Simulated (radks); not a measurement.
Spherical quantum dot in the effective-mass picture: electrons in a well V = -V0 / (1 + exp((r - R)/a)) with V0 = 4.77, R = 8.57, a = 0.7, all in effective atomic units (hartree* = m*/eps^2 hartree, bohr* = eps/m* bohr), one dielectric constant everywhere. Method: non-relativistic Kohn-Sham, LDA (Slater exchange, Perdew-Wang correlation), spin-polarised, spherical densities; computed with a radial shooting solver with Libxc functionals. Levels are named by radial order and angular momentum (1s, 1p, 1d, 2s, ...), and open shells are averaged over m. Results are scaled to m* = 0.144 and eps = 4.3, for which hartree* = 211.9 meV and bohr* = 1.58 nm.

N = 13, configuration 1s2 1p6 1d(up 5, down 0). This is the lowest configuration that the search found. Occupied and some empty levels:

level,occupation,eigenvalue (meV),<r> (nm)
1s up,1,-551.84,8.339
1s down,1,-545.18,8.274
1p up,3,-542.84,8.632
1p down,3,-535.95,8.609
1d up,5,-527.06,8.927
1d down,0,-520.05,8.927
1f up,0,-505.56,9.201
1f down,0,-498.52,9.214
2s up,0,-484.70,6.055
2s down,0,-481.54,6.005
2p up,0,-459.48,7.069
2p down,0,-455.40,7.029

Energy (meV): total -9797.06, kinetic 473.96, external -12734, Hartree 2987.1, exchange-correlation -523.75.

Electron density:

r (nm),n(r) (e/nm^3)
0.800,0.0001221
1.69,0.0001756
2.58,0.0002874
3.47,0.0004888
4.36,0.0008214
5.25,0.001319
6.15,0.001972
7.03,0.002666
7.93,0.003148
8.82,0.003092
9.71,0.002372
10.6,0.001319
11.5,0.0004882
12.4,0.0001114
13.3,0.00001524
14.2,1.313e-06
15.1,8.016e-08
15.9,3.989e-09
